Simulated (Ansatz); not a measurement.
`[CH3][Ga]([NH2])[CH2]F` + CH₃OH → `C[O][Ga]([CH3])[NH2]` + fluoromethane  (ligand exchange at a Ga–C bond)

Gas-phase electronic energies from Ansatz, PBE0-D4/def2-TZVP geometries. CCSD(T)/CBS is the MP2 limit (def2-TZVPP, def2-QZVPP) plus CCSD(T) − MP2 in def2-TZVPP, frozen cores. This one scheme is used for every species. DFT in def2-TZVPP. B3LYP here is the variant with VWN-RPA as its local correlation; programs differ in this. For Ga outer-core shells are correlated without core-valence functions, which leaves a few kJ/mol of doubt a bond. Scalar relativity is left out up to krypton. Each species was taken in one conformer, which may not be the lowest.

`[CH3][Ga]([NH2])[CH2]F`:

```xyz
12

C    -0.355   -1.130   -1.501
Ga   -0.035   -0.109    0.139
N    -0.293   -0.902    1.758
C     0.568    1.789    0.206
F     0.736    2.301   -1.083
H    -0.690   -2.145   -1.286
H     0.560   -1.183   -2.097
H    -1.110   -0.633   -2.114
H    -0.597   -1.855    1.871
H    -0.153   -0.455    2.648
H    -0.155    2.427    0.726
H     1.524    1.893    0.732
```

CH₃OH:

```xyz
6

C     0.019    0.356    0.007
O    -0.598   -0.908   -0.077
H    -0.771    1.103   -0.069
H     0.731    0.528   -0.809
H     0.538    0.504    0.962
H     0.080   -1.584   -0.014
```

`C[O][Ga]([CH3])[NH2]`:

```xyz
13

C    -1.470    1.695   -0.414
O    -0.174    1.374    0.005
Ga    0.405   -0.319    0.117
C     2.227   -0.633    0.727
N    -0.821   -1.568   -0.367
H    -2.242    1.281    0.249
H    -1.683    1.343   -1.434
H    -1.586    2.784   -0.412
H     2.912    0.045    0.215
H     2.541   -1.661    0.542
H     2.300   -0.435    1.798
H    -0.654   -2.558   -0.358
H    -1.755   -1.347   -0.667
```

`CF`:

```xyz
5

C    -0.054   -0.022    0.018
F     1.164    0.470   -0.394
H    -0.813    0.235   -0.724
H    -0.312    0.424    0.982
H     0.015   -1.107    0.118
```

```
             level  ΔE (kJ/mol)  difference from CCSD(T)/CBS
         r2SCAN-D4        -88.6                         -1.1
          B3LYP-D4        -88.4                         -0.9
            B2PLYP        -91.0                         -3.5
               PBE        -77.6                          9.9
            r2SCAN        -88.2                         -0.7
              PBE0        -80.7                          6.8
             B3LYP        -86.0                          1.5
     HF/def2-TZVPP       -100.8                        -13.3
    MP2/def2-TZVPP        -94.2                         -6.7
   CCSD/def2-TZVPP        -90.9                         -3.4
CCSD(T)/def2-TZVPP        -90.7                         -3.2
     HF/def2-QZVPP       -101.6                        -14.1
    MP2/def2-QZVPP        -92.6                         -5.1
SCS-MP2/def2-QZVPP        -94.2                         -6.7
     MP2/CBS(def2)        -90.9                         -3.4
    CCSD/CBS(def2)        -87.7                         -0.2
       CCSD(T)/CBS        -87.5                            0
```

Largest T1 diagnostic among the species: 0.013.

In def2-TZVPP, CCSD(T) changes the Hartree–Fock value by +10.0 kJ/mol (the triples alone add +0.2 kJ/mol) and MP2 by +6.6 kJ/mol. From PBE to PBE0 (25 % exact exchange), in def2-TZVPP and without D4, ΔE moves by −3.2 kJ/mol.
